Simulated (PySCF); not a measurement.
Cu(NH3)2 (CuH6N2), SMILES [NH3]->[Cu+]<-[NH3], charge +1, multiplicity 1.

Geometry: B3LYP-D3(BJ)/def2-SVP. The multiplicity is an assumed one; other spin states were not compared.

Two levels are set side by side: PBE/def2-TZVPD (PySCF) and r2SCAN/def2-TZVPD (PySCF). Same geometry, gas phase. Differences are taken from unrounded values.

| quantity | r2SCAN | PBE | PBE minus r2SCAN |
|---|---|---|---|
| orbital gap (eV) | 4.99 | 4.51 | -0.48 |
| highest occupied level (eV) | -10.33 | -10.33 | 0.00 |
| lowest empty level (eV) | -5.34 | -5.82 | -0.49 |
| mean polarisability (bohr³) | 38.3 | 39.5 | 1.3 |

Rough cost on one machine, each run with all the roots and properties that it gave: r2SCAN against PBE about 3 times.
